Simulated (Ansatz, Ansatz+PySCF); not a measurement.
```yaml
atoms:
  - { symbol: Ag, position_ang: [0.0000, 0.0000, -0.6112] }
  - { symbol: Cl, position_ang: [0.0000, 0.0000, 1.6898] }
```

Basis set: def2-SVP (spherical functions, with the set's core potentials past Kr). Frozen core: 5 orbitals. Charge 0, multiplicity 1.

Computed with Ansatz (development build ahead of 0.2.0); each method stands on the lowest determinant of its kind that the runs found. Restricted open shells among the atoms or ions are ROHF, correlated in semicanonical orbitals with singles. Restricted functionals stand beside restricted open-shell atoms, which can lie above the unrestricted atoms usual in DFT and then raise those values.

**Question.** Give the atomization energy at this shape (free ground-state atoms in the same class of orbitals less the molecule, no zero-point energy) of singlet AgCl by ωB97X (restricted), ωB97X (unrestricted), r²SCAN (restricted), r²SCAN (unrestricted), PBE0 (restricted), PBE0 (unrestricted), PBE (restricted), PBE (unrestricted), RHF-CCSD(T), RHF-CCSD, RHF-MP2, RHF, UHF.

**Answer.**

```
               method  atomization energy
   ωB97X (restricted)      76.67 kcal/mol
 ωB97X (unrestricted)      75.79 kcal/mol
  r²SCAN (restricted)      75.60 kcal/mol
r²SCAN (unrestricted)      73.87 kcal/mol
    PBE0 (restricted)      72.35 kcal/mol
  PBE0 (unrestricted)      71.17 kcal/mol
     PBE (restricted)      74.36 kcal/mol
   PBE (unrestricted)      73.49 kcal/mol
          RHF-CCSD(T)      65.78 kcal/mol
             RHF-CCSD      64.26 kcal/mol
              RHF-MP2      67.49 kcal/mol
                  RHF      51.34 kcal/mol
                  UHF      48.55 kcal/mol
```
